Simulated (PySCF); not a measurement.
HNP, charge +1. Atoms are numbered in the order given.

```xyz
3

N      0.0000     0.0000     0.9000
P      0.0000     0.0000    -0.5476
H      0.0000     0.0000     1.9143
```
Charge +1, spin multiplicity 1.

Geometry optimised at ωB97X-D3(BJ)/def2-TZVPD. The isomer is the one that the SMILES or the coordinates give; other isomers of the formula were not compared.

Computed with ωB97X-D3(BJ)/def2-TZVPD (PySCF).

Frequencies are harmonic and unscaled.

Modes within 1.5 cm⁻¹ of each other (mostly degenerate sets) share a row, with their intensities summed.

```json
[
 {"mode": "1–2", "ν (cm⁻¹)": "714", "IR (km/mol)": "330.5", "Raman (Å⁴/amu)": "0.0", "depolarisation": "–", "moving atoms (share of kinetic energy)": "H 82 %, N 17 %"},
 {"mode": "3", "ν (cm⁻¹)": "1504", "IR (km/mol)": "6.9", "Raman (Å⁴/amu)": "41.8", "depolarisation": "0.14", "moving atoms (share of kinetic energy)": "N 60 %, P 33 %"},
 {"mode": "4", "ν (cm⁻¹)": "3625", "IR (km/mol)": "434.7", "Raman (Å⁴/amu)": "51.8", "depolarisation": "0.23", "moving atoms (share of kinetic energy)": "H 91 %, N 9 %"}
]
```
